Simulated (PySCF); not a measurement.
FeO, SMILES [O]=[Fe] (connectivity only; charge and spin as stated), neutral, multiplicity 5. Atoms are numbered in the order given.

```xyz
2

Fe     0.0000     0.0000    -0.3789
O      0.0000     0.0000     1.2314
```
Charge 0, spin multiplicity 5.

Geometry optimised at B3LYP-D3(BJ)/def2-TZVPD. The multiplicity is an assumed one; other spin states were not compared.

Method: B3LYP-D3(BJ)/def2-TZVPD in PySCF.

Frequencies are harmonic and unscaled.

Computed vibrational spectrum:
| mode | ν (cm⁻¹) | IR (km/mol) | moving atoms (share of kinetic energy) |
|---|---|---|---|
| 1 | 903 | 172.4 | O 78 %, Fe 22 % |
